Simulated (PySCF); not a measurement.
C7H10.
InChI=1S/C7H10/c1-4-6-7(3)5-2/h4-6H,2-3H2,1H3/b6-4+

A linear-response calculation (PySCF, def2-SVPD basis, gas phase, vertical, core orbitals frozen in the response) gave these numbers; the functional is withheld.

Orbital energies (eV): HOMO-3 -11.59, HOMO-2 -11.20, HOMO-1 -9.47, HOMO -8.06, LUMO 0.73, LUMO+1 1.83, LUMO+2 2.51.

```tsv
state	E (eV)	f	main configurations (H = HOMO, L = LUMO)
S1	5.28	0.418	H→L (93%)
S2	5.69	0.137	H→L+1 (92%)
S3	6.06	0.158	H-1→L (95%)
S4	6.67	0.0000	H→L+2 (72%), H→L+3 (18%)
S5	7.07	0.0014	H-2→L (76%), H→L+4 (8%)
S6	7.12	0.018	H→L+3 (68%), H→L+2 (13%)
```

Triplets (Tamm–Dancoff): T1 3.00 eV, H→L (88%); T2 3.99 eV, H→L+1 (51%), H-1→L (38%); T3 4.99 eV, H-1→L+1 (53%), H-3→L (18%); T4 5.74 eV, H-1→L (52%), H→L+1 (41%).

Vertical ionisation energy by ΔSCF with the same functional: 8.14 eV. Mean static polarisability: 92.7 au.

Question: Name the functional.
A. HF
B. wB97X-D
C. PBE
D. B3LYP

Answer: B. wB97X-D is range-separated, 22% exact exchange at short range and 100% at long range (ω = 0.2 bohr⁻¹). In this run −ε(HOMO) = 8.06 eV differs from the ΔSCF value by -0.08 eV, and S1 differs from the orbital gap of 8.79 eV by -3.51 eV. The ratio −ε(HOMO)/IP is 0.99. Usual ranges for neutral molecules in this basis: 0.89 to 0.99 with wB97X-D, 0.5 to 0.7 with PBE, 0.67 to 0.83 with B3LYP; with Hartree–Fock the ratio is 1 or more (Koopmans' value less the relaxation energy is the ΔSCF value).

Level of theory: TDDFT wB97X-D/def2-SVPD, vertical, gas phase, core orbitals frozen in the response in PySCF 2.14.0, density-fitted response routines. One conformer (not necessarily the lowest) at the PBE0-D3(BJ)/def2-SVP geometry, without solvent, vibrations or thermal averaging.

Conformer computed: `[CH2:1]=[CH:2][C:3](=[CH2:4])/[CH:5]=[CH:6]/[CH3:7]`: C1–C2–C3–C4 -156°, C2–C3–C5–C6 24°.
